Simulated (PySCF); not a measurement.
Be(OMe)(SH) (CH4BeOS), SMILES C[O][Be][SH].

Geometry optimised at B3LYP-D3(BJ)/def2-SVP. Other conformers were not sampled.

All values below come from C-PCM-ωB97X/def2-SVP run with PySCF.

The values are the electrostatic part of the solvation free energy, E(continuum) − E(gas) at the gas-phase geometry, in a cavity of scaled van der Waals radii (PySCF's table); cavitation and dispersion terms are not included. A continuum can't describe solvent molecules that bind to the metal. In vacuum the orbital gap is 11.47 eV. The dipole moment in vacuum is 2.53 D.

```csv
solvent,ε,ΔG(elec) (kcal/mol),dipole (D),gap (eV)
water,78.36,-5.3,3.11,11.80
1-octanol,9.86,-4.8,3.05,11.77
methanol,32.61,-5.2,3.10,11.80
```
